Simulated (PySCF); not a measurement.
Sc3: fields on a plane

Method: UPBE in PySCF with Sc def2-SVP; no relativity; density-fitted integrals.

The doublet minimum has Sc–Sc 2.806 Å (×3); Sc–Sc–Sc 60.0° (×3).

The plane holds Sc1 at (0.00, 0.00), Sc2 at (2.81, 0.00), Sc3 at (1.40, 2.43) Å. Columns run from x = -1.95 to 5.25 Å, rows from y = 4.65 (top) to -1.95 Å, in steps of 0.3 Å. Other isomers or separated fragments may lie lower.

Give the electron density (e/Å³) (cut at 5 e/Å³). Lower edges of the bins (e/Å³): '_' 0.000, '.' 0.030, ':' 0.076, '-' 0.151, '=' 0.268, '+' 0.455, '*' 0.750, '#' 1.218, '%' 1.960, '@' 3.136; top 5.00, each point printed twice.


```
__________________________________________________
__________________________________________________
__________________..........______________________
________________......::......____________________
______________....::--==----::..__________________
____________....::==**####++--....________________
__________....::--##@@@@@@%%==::....______________
__________....::==%%@@@@@@@@**--::....____________
________....::::==%%@@@@@@@@++--::....____________
______....::::--==**@@@@@@##++--::::....__________
______....::::----==******++==--::::....__________
____....::::--------======--------::::....________
____....::--======------------====--::....________
____..::--++####++==--------++**##**==::....______
__....--++%%@@@@%%++------++##@@@@@@**--::..______
__....--##@@@@@@@@##==----++@@@@@@@@%%==::..______
__....--##@@@@@@@@##==--==**@@@@@@@@%%==::..______
__....--++%%@@@@%%++==----++##@@@@@@**--::..______
____..::--++####++==--------++**##**==::....______
____....::--------::::::::::--------::....________
______..............::::::..............__________
__________..........................______________
__________________________________________________
```

Give the electron localisation function (set to 0 where the density is under 0.005 e/Å³). Lower edges of the bins: '0' 0.000, '1' 0.090, '2' 0.179, '3' 0.269, '4' 0.358, '5' 0.448, '6' 0.538, '7' 0.627, '8' 0.717, '9' 0.806; top 0.90.


```
0000005677777776500000000
0000056666555666650000000
0000456543222345665000000
0000455321100113455300000
0003553111122111345400000
0024542114777510145430000
0035652128968941146542000
0256763139391961267753000
0468996238581951489874200
3568999426989833899975300
4567899732455225999865430
5554455542111135554445540
5421112222222222221123554
5310257741232126763112465
5211698883121279798211466
5212887786121491949411466
5212787787232491938311466
6311588894253389896202576
7410258852486237873113676
7531112212698311221125776
7753110014899521011246760
6775322236899742223467750
0676654456888754445676500
```

With open d or f shells other occupations or spin states may lie lower.
